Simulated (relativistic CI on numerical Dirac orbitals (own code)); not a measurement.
**d5 in a ligand field**

Computed with a parametric ligand-field model of a d^n configuration (Racah B and C, spin-orbit zeta, crystal field), exact diagonalisation.

Field parameters in Wybourne normalisation: Oh B⁴₀ = 21Dq, B⁴₄ = √(5/14) B⁴₀. The field is a parameter set, without covalency.

B = 760 cm⁻¹, C = 2940 cm⁻¹ (C/B = 3.87), Oh, no spin-orbit coupling. Tanabe-Sugano data, E/B above the lowest term (Δ = |10Dq|; b, c mark the second and third term of a kind):

| Δ/B | 6A1 | 4T1 | 4T2 | 4T1(b) | 2T2 | 2A2 | 2T1 |
| --- | --- | --- | --- | --- | --- | --- | --- |
| 1.0 | 0.00 | 29.17 | 29.32 | 34.24 | 41.75 | 41.83 | 41.85 |
| 3.0 | 0.00 | 28.06 | 29.14 | 35.27 | 40.21 | 41.00 | 41.11 |
| 5.0 | 0.00 | 26.49 | 28.76 | 36.67 | 37.49 | 39.66 | 39.86 |
| 7.0 | 0.00 | 24.74 | 28.14 | 38.13 | 34.21 | 38.07 | 38.33 |
| 9.0 | 0.00 | 22.92 | 27.27 | 39.53 | 30.71 | 36.34 | 36.65 |
| 11.0 | 0.00 | 21.05 | 26.14 | 40.81 | 27.09 | 34.54 | 34.87 |
| 13.0 | 0.00 | 19.15 | 24.79 | 41.91 | 23.41 | 32.69 | 33.03 |
| 15.0 | 0.00 | 17.24 | 23.29 | 42.80 | 19.67 | 30.81 | 31.16 |
| 17.0 | 0.00 | 15.31 | 21.67 | 43.50 | 15.90 | 28.90 | 29.26 |
| 19.0 | 0.00 | 13.37 | 19.97 | 44.04 | 12.10 | 26.98 | 27.34 |
| 21.0 | 0.00 | 11.43 | 18.21 | 44.43 | 8.28 | 25.05 | 25.41 |
| 23.0 | 0.00 | 9.47 | 16.40 | 44.73 | 4.44 | 23.10 | 23.47 |
| 25.0 | 0.00 | 7.51 | 14.56 | 44.96 | 0.59 | 21.15 | 21.52 |
| 27.0 | 3.28 | 8.83 | 15.97 | 48.41 | 0.00 | 22.47 | 22.84 |
| 29.0 | 7.16 | 10.74 | 17.97 | 52.43 | 0.00 | 24.39 | 24.75 |
| 31.0 | 11.04 | 12.66 | 19.95 | 56.42 | 0.00 | 26.31 | 26.67 |
| 33.0 | 14.94 | 14.58 | 21.93 | 60.41 | 0.00 | 28.23 | 28.60 |
| 35.0 | 18.84 | 16.51 | 23.91 | 64.39 | 0.00 | 30.16 | 30.53 |
| 37.0 | 22.75 | 18.44 | 25.89 | 68.36 | 0.00 | 32.10 | 32.46 |
| 39.0 | 26.67 | 20.38 | 27.86 | 72.32 | 0.00 | 34.03 | 34.40 |
| 41.0 | 30.59 | 22.32 | 29.84 | 76.29 | 0.00 | 35.98 | 36.34 |
| 43.0 | 34.52 | 24.26 | 31.81 | 80.25 | 0.00 | 37.92 | 38.29 |
| 45.0 | 38.45 | 26.21 | 33.79 | 84.22 | 0.00 | 39.87 | 40.24 |
| 47.0 | 42.39 | 28.16 | 35.76 | 88.18 | 0.00 | 41.82 | 42.19 |

The ground term changes from 6A1 to 2T2 between Δ/B = 25.0 and 27.0.
